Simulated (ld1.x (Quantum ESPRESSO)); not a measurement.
# Before and after: PAW potential for vanadium (V)

V (Z = 23), PAW, made with ld1.x (Quantum ESPRESSO) 7.5 (revPBE, scalar-relativistic). Core [Ne] 3s2, reference 3p6 3d3 4s0.5 4p0 (charge +1.5). Waves: 4s (bound): rcut 2.10, rcutus 2.70 bohr; 4s channel at 3.65 Ry: rcut 2.10, rcutus 2.70 bohr; 3p (bound): rcut 1.35, rcutus 1.40 bohr; 4p (bound, empty): rcut 1.35, rcutus 1.40 bohr; 3d (bound): rcut 0.95, rcutus 1.30 bohr; 3d channel at -0.2 Ry: rcut 0.95, rcutus 1.30 bohr. Local part: all-electron potential smoothed inside 1.15 bohr (lloc = -2). Core correction: Bessel-smoothed model core inside 0.70 bohr. Augmentation charge: PSQ, inside the norm-conserving radii.

All-electron outer shells of the reference configuration (revPBE, scalar-relativistic, ld1.x):

```
shell  level (eV)  outermost node (bohr)  outermost maximum (bohr)
   3s      -82.15                   0.38                      0.82
   3p      -55.92                   0.35                      0.84
   3d      -16.73                      –                      0.90
   4s      -14.10                   1.16                      2.53
   4p       -9.73                   1.28                      3.05
```

Change: all radii but the core radius scaled by about 1.33 (s 3.60, p 1.86, d 1.74 bohr, rcut 2.80/1.80/1.26); local potential all-electron potential smoothed inside 1.54 bohr (lloc = -2).

Cutoffs: the cutoffs (Ry, on a coarse ladder) from which the occupation-weighted sum of valence levels, in a spherical-Bessel basis at the reference potential, stays within 10 and 1 mRy of its value at 400 Ry; they do not see the model core or the augmentation charge, which bear on the density cutoff. Errors are all-electron minus pseudo energies relative to the spin-unpolarised reference configuration.

Task: What does the change do?

Result: The potential gets softer (60 Ry and 100 Ry → 35 Ry and 50 Ry); the bound ghost in s disappears; the number of tests that count goes from 7 to 6 (the test run of the changed file stopped, so its transferability is not established); of the 6 tests that both files solve, the error grows in 3 and shrinks in 0 by more than 15 % and 0.3 meV (median size 0.8 → 27.0 meV). A larger radius leaves more room for a smooth pseudo-wave, so fewer plane waves are needed. More of the atom is replaced by a form fitted at one configuration, so other configurations suffer.

| quantity | base | changed |
| --- | --- | --- |
| cutoff, loose | 60 Ry | 35 Ry |
| cutoff, tight | 100 Ry | 50 Ry |
| loose cutoff by channel (10 mRy a level) | s 6 Ry, p 35 Ry, d 50 Ry | s 6 Ry, p 18 Ry, d 30 Ry |
| bound ghosts | s | none |
| tests counted (converged, no solver errors) | 7 of 7 | 6 of 7 (the test run stopped) |
| error for 3p6 3d3 4s2 4p0, meV [ΔE -13.87 eV] | +0.6 | +36 |
| error for 3p6 3d3 4s1 4p0, meV [ΔE -6.21 eV] | +0.4 | +2.9 |
| error for 3p6 3d3 4s0 4p0, meV [ΔE 7.93 eV] | -0.8 | -0.7 |
| error for 3p6 3d3.5 4s1.5 4p0, meV [ΔE -13.82 eV] | +0.9 | +36 |
| error for 3p6 3d4 4s0 4p0, meV [ΔE -6.79 eV] | -18 | -18 |
| error for 3p6 3d2 4s0 4p0, meV [ΔE 36.74 eV] | -61 | -64 |
| lowest overlap eigenvalue by channel | s 0.37, p 0.34, d 0.95 | s 0.02, p 0.10, d 1.00 |

Changed file: These tests converged, but a pseudo level misses the all-electron one widely, so the file describes the atom poorly there or has found another state: 3p6 3d2 4s0 4p0: empty 4s by 4.7 eV (a node warning on the way). A true bound ghost makes a file unfit for plane-wave use even where its test errors are small: the radial tests pick states by their node count and pass the ghost by.
